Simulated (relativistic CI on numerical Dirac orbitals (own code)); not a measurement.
**Fe3+ in a cubic cluster: 2p photoemission with charge transfer**

Computed with a charge-transfer multiplet model of a cubic metal-ligand cluster with up to one ligand hole, Slater and spin-orbit integrals from Dirac-Coulomb-Breit ions, Slater integrals scaled by 0.9. The ground state mixes d5 with configurations of k ligand holes L, whose averages lie at kΔ + k(k − 1)U_dd/2; a core hole lowers each added d electron by U_cd. 300 K, Lorentzian 0.6 eV and Gaussian 0.8 eV FWHM.

Atomic integrals in eV (Slater integrals scaled, ζ unscaled), ground: F2dd 10.785, F4dd 6.742, zeta_d 0.056; with the core hole: F2dd 12.345, F4dd 7.761, zeta_d 0.083, zeta_core 8.126, F2cd 7.324, G1cd 5.613, G3cd 3.192.

Cluster parameters (eV): Δ = 3.3, U_dd = 6.8, U_cd = 8.3, 10Dq(ligand) = 0.2, V(eg) = 1.4, V(t2g) = -0.67, final-state hopping factor = 0.8.

| Case | n_d | d5 | d6L | S |
| --- | --- | --- | --- | --- |
| 10Dq = 1.1 eV | 5.09 | 0.91 | 0.09 | 2.50 |
| 10Dq = 1.7 eV | 5.09 | 0.91 | 0.09 | 2.50 |
| 10Dq = 2.6 eV | 5.09 | 0.91 | 0.09 | 2.50 |

Weights, n_d and S are thermal averages at 300 K. Binding energies count from the first peak over 30 % of the highest in each spectrum, which can be another peak from case to case. The parameters are a model scan and need not match a compound or its usual spin state. Peaks in eV (height, largest 100):
- 10Dq = 1.1 eV: 0.0 (88), 1.6 (100), 4.2 (91), 5.7 (59), 10.9 (19), 14.3 (45), 15.8 (44), 17.0 (37), 18.9 (36), 20.2 (42), 24.6 (6)
- 10Dq = 1.7 eV: 0.0 (77), 1.6 (100), 4.3 (85), 5.7 (56), 11.0 (18), 14.2 (38), 15.6 (44), 18.9 (34), 20.2 (38), 24.6 (5)
- 10Dq = 2.6 eV: 0.0 (61), 1.9 (100), 4.7 (76), 11.6 (16), 14.2 (30), 16.0 (44), 17.8 (39), 20.5 (32)

Curve for 10Dq = 1.1 eV (points under 2 left out, the grid thinned):

(E (eV), Intensity): (-3.7, 2.2), (-3.0, 3.0), (-2.3, 4.7), (-1.7, 8.0), (-1.0, 24.5), (-0.3, 79.0), (0.4, 79.2), (1.1, 87.8), (1.7, 99.8), (2.4, 77.9), (3.1, 54.4), (3.8, 74.1), (4.5, 82.0), (5.1, 55.5), (5.8, 58.6), (6.5, 53.8), (7.2, 42.0), (7.9, 23.5), (8.5, 15.4), (9.2, 12.4), (9.9, 15.0), (10.6, 19.0), (11.3, 18.5), (11.9, 16.2), (12.6, 15.1), (13.3, 20.8), (14.0, 40.4), (14.6, 42.5), (15.3, 40.3), (16.0, 42.5), (16.7, 36.5), (17.4, 35.4), (18.0, 29.8), (18.7, 35.8), (19.4, 33.0), (20.1, 41.4), (20.8, 26.7), (21.4, 12.2), (22.1, 6.8), (22.8, 5.7), (23.5, 5.3), (24.2, 5.4), (24.8, 5.6), (25.5, 3.5), (26.2, 2.0)

For the case 10Dq = 1.7 eV, Δ = 3.3 eV is smaller than U_dd = 6.8 eV, the charge-transfer side of the Zaanen-Sawatzky-Allen scheme. With the core hole the average of the configuration with one ligand hole lies at Δ − U_cd = -5.0 eV before mixing: it lies below the unscreened one, so the lowest final states are mostly screened and the unscreened weight appears at higher binding energy as a satellite.

With at most 1 ligand hole the space is cut while the next configuration still counts, so covalency is underestimated, and a final configuration with one more ligand hole, which can lie low, is missing from the spectra.
